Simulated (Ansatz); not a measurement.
Total energies of BClGaH₃ (`Cl[BH][GaH2]`).

```xyz
6

Cl    0.455    1.443   -1.844
B     0.198    1.031   -0.163
Ga   -0.204   -0.952    0.344
H     0.275    1.952    0.595
H     0.951   -1.966    0.680
H    -1.675   -1.508    0.388
```

Total charge 0; spin multiplicity 1. Correlated methods include outer-core shells of Ga, which these sets cover unevenly. Scalar relativity is left out up to krypton. The geometry is a stationary point of PBE0-D4/def2-TZVP. Basis def2-TZVPP, Ansatz 0.2.0.

RPA on PBE orbitals: Hartree–Fock energy of these orbitals -2409.14390 Eh, correlation -0.87677 Eh (frozen core).

```csv
functional,energy without D4 (Eh),D4 term (kJ/mol)
HSE06 (plane-wave form),-2411.26500,-8.9
B2PLYP,-2411.19494,–
```

(1) Give the same for LDA (SPW92), PBE, revPBE, BLYP, r2SCAN, B97M-V, PBE0, B3LYP, r2SCANh, r2SCAN0, BHLYP, CAM-B3LYP, LC-ωPBE, ωB97X-V, ωB97M-V, PBE-QIDH. (Estimate.)

B3LYP takes the VWN-RPA correlation (the form of Gaussian; ORCA's B3LYP/G). HSE06 is the plane-wave form, built on full-range PBE exchange. The double hybrids freeze the cores in their second-order part.

## Answers

(1) The calculation gave: 
```json
{"functional": "LDA (SPW92)", "energy without D4 (Eh)": "-2406.88922", "D4 term (kJ/mol)": "–"}
{"functional": "PBE", "energy without D4 (Eh)": "-2411.18982", "D4 term (kJ/mol)": "-11.2"}
{"functional": "revPBE", "energy without D4 (Eh)": "-2411.48887", "D4 term (kJ/mol)": "-29.5"}
{"functional": "BLYP", "energy without D4 (Eh)": "-2411.76848", "D4 term (kJ/mol)": "-24.2"}
{"functional": "r2SCAN", "energy without D4 (Eh)": "-2411.65877", "D4 term (kJ/mol)": "-2.5"}
{"functional": "B97M-V", "energy without D4 (Eh)": "-2411.24643", "D4 term (kJ/mol)": "–"}
{"functional": "PBE0", "energy without D4 (Eh)": "-2411.27560", "D4 term (kJ/mol)": "-9.5"}
{"functional": "B3LYP", "energy without D4 (Eh)": "-2411.79477", "D4 term (kJ/mol)": "-18.4"}
{"functional": "r2SCANh", "energy without D4 (Eh)": "-2411.64615", "D4 term (kJ/mol)": "-2.7"}
{"functional": "r2SCAN0", "energy without D4 (Eh)": "-2411.62847", "D4 term (kJ/mol)": "-3.0"}
{"functional": "BHLYP", "energy without D4 (Eh)": "-2411.68128", "D4 term (kJ/mol)": "-16.1"}
{"functional": "CAM-B3LYP", "energy without D4 (Eh)": "-2411.83259", "D4 term (kJ/mol)": "-9.8"}
{"functional": "LC-ωPBE", "energy without D4 (Eh)": "-2411.32278", "D4 term (kJ/mol)": "–"}
{"functional": "ωB97X-V", "energy without D4 (Eh)": "-2411.46959", "D4 term (kJ/mol)": "–"}
{"functional": "ωB97M-V", "energy without D4 (Eh)": "-2411.57102", "D4 term (kJ/mol)": "–"}
{"functional": "PBE-QIDH", "energy without D4 (Eh)": "-2410.84986", "D4 term (kJ/mol)": "–"}
```

LC-ωPBE has ω = 0.4 bohr⁻¹.
